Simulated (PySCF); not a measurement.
33S chemical shifts

PySCF 2.14 calculation with shieldings: GIAO PBE0/pcSseg-1 and structure optimised with GFN2-xTB; one averaged value for each set of equivalent atoms, isolated molecule, no relativistic terms, a single conformation.

Shieldings were converted by a linear fit to measured shifts: 33S (scatter 33.3 ppm rms vs sulfate, solution or neat liquid). A few per cent of atoms miss by over 2 rms, more outside the fitted compound classes.

Q: Give the 33S shifts of `CO[C@@H]1S[Si@H](SC)[C@@H]1C`, `CC1CCSCC1`, `C/C=C(/CC)SC`, `CC[Si@@H]1SC[C@@H](OC)S1`.

A: 
```csv
compound,environment,δ (ppm)
[CH3:1][O:2][C@@H:3]1[S:4][Si@H:5]([S:6][CH3:7])[C@@H:8]1[CH3:9],"S4: sulfur bonded to C, Si, in a 4-membered ring",-315
[CH3:1][O:2][C@@H:3]1[S:4][Si@H:5]([S:6][CH3:7])[C@@H:8]1[CH3:9],"S6: sulfur bonded to C, Si",-464
CC1CCSCC1,sulfide sulfur,-313
C/C=C(/CC)SC,sulfide sulfur,-361
[CH3:1][CH2:2][Si@@H:3]1[S:4][CH2:5][C@@H:6]([O:7][CH3:8])[S:9]1,"S9: sulfur bonded to C, Si, in a 5-membered ring",-383
[CH3:1][CH2:2][Si@@H:3]1[S:4][CH2:5][C@@H:6]([O:7][CH3:8])[S:9]1,"S4: sulfur bonded to C, Si, in a 5-membered ring",-464
```

Q: Order these by 33S shift, lowest first.
A. CC(C)SC1CC1
B. C=CC1=C[P@@](C)(=S)C=C1C
C. CS/C(=C/F)[C@@H](C)C#N

A: B (-601 ppm, sulfur bonded to P), C (-328 ppm, sulfide sulfur), A (-217 ppm, sulfide sulfur).
